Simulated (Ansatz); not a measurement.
A nudged elastic band was laid between two geometries of CH$_{6}$FGeNS (11 atoms, charge 0, multiplicity 1).

Theory: Ansatz 0.2.0, RKS PBE/def2-SVP.

* movable images: 7
* climbing image: yes
* spring: 5.0 eV/Å²
* optimiser: quadratic models (default)
* start path: IDPP
* force threshold: 0.05 eV/Å
* iteration limit: 60
* end points: relaxed

First end point:

```xyz
11
Properties=species:S:1:pos:R:3
N -0.125 1.273 1.092
C -0.945 0.544 0.138
Ge 0.085 -0.989 -0.570
F -0.522 -2.448 0.231
S 2.216 -0.636 0.004
H 0.585 1.838 0.612
H -0.692 1.919 1.655
H -1.806 0.077 0.663
H -1.367 1.122 -0.724
H -0.043 -1.314 -2.086
H 2.680 -1.441 -0.994
```

Last end point:

```xyz
11
Properties=species:S:1:pos:R:3
N -0.577 1.046 1.428
C -0.954 0.757 0.055
Ge 0.091 -0.754 -0.715
F 0.092 -1.924 0.625
S 2.198 -0.022 -0.977
H 0.403 1.353 1.479
H -0.630 0.189 1.995
H -2.028 0.480 0.002
H -0.826 1.655 -0.584
H -0.381 -1.593 -1.942
H 2.676 -1.243 -1.344
```

Task: Which bonds break or form, and what moves?

Result: No bond is made or broken. The height of N1 over the plane of its neighbours goes from 0.37 to -0.39 Å.

Task: What energy profile does the band end with?

Result: The run converged. The highest image is number 4 of 0 to 8, 9.4 kJ/mol above the first end and 18.9 kJ/mol above the last; the last end lies 9.5 kJ/mol below the first. A vibrational analysis at the climbing image gives one clearly imaginary mode, 540i cm⁻¹: a first-order saddle point.

```
image  path coordinate (Å)  energy (kJ/mol)  height of N1 over the plane of its neighbours (Å)
    0                 0.00              0.0                                               0.37
    1                 0.31              0.8                                               0.36
    2                 0.62              2.8                                               0.34
    3                 0.94              4.6                                               0.31
    4                 1.25              9.4                                               0.07
    5                 1.87             -8.0                                              -0.37
    6                 2.48             -8.0                                              -0.37
    7                 3.10             -8.6                                              -0.38
    8                 3.71             -9.5                                              -0.39
```

Task: What is the geometry of the highest image?

Result: 
```xyz
11
Properties=species:S:1:pos:R:3:forces:R:3
N -0.193 1.308 1.044 -0.01 -0.02 -0.05
C -0.969 0.594 0.082 0.00 0.00 0.02
Ge 0.054 -0.966 -0.661 0.00 0.00 0.01
F -0.444 -2.411 0.249 0.00 0.00 0.00
S 2.163 -0.438 -0.130 0.00 -0.01 0.00
H 0.325 2.138 0.776 0.00 0.01 0.03
H -0.298 1.118 2.035 0.01 0.02 0.00
H -1.898 0.175 0.524 -0.01 0.00 0.00
H -1.287 1.236 -0.767 0.00 0.00 0.00
H -0.055 -1.430 -2.151 0.00 0.00 0.00
H 2.667 -1.380 -0.981 0.00 0.00 0.00
```

Task: What are the harmonic wavenumbers there?

Result: 540i, 33, 97, 123, 157, 178, 302, 318, 390, 507, 638, 651, 672, 719, 742, 986, 1134, 1196, 1290, 1377, 1540, 2009, 2596, 2966, 3035, 3570, 3696 cm⁻¹.

Time of the run: 4.4 min on 2 threads of Intel(R) Xeon(R) Platinum 8175M CPU @ 2.50GHz (Skylake/Cascade Lake), with other jobs on the host, peak memory 0.2 GiB.
